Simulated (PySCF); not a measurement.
Electron correlation in Al (aluminium, neutral)

[Ne] 3s2 4s1, 2S determinant (an excited configuration). Computed with PySCF 2.14 in aug-cc-pV(Q+d)Z (7s6p5d3f2g, 89 functions), with no relativity, point nucleus. Frozen: [Ne]; 3 electrons correlated.

```tsv
level	correlation energy (mhartree)
CCSD	-46.33
(T)	-0.90
CCSD(T)	-47.23
```

Diagnostics: T1 = 0.019, D1 = 0.0462, largest double amplitude 0.096.

Problem. Is a single reference adequate?

Solution. Mostly. T1 lies below 0.03, but a double amplitude of this size points to a near-degeneracy that CCSD handles and MP2 describes poorly.
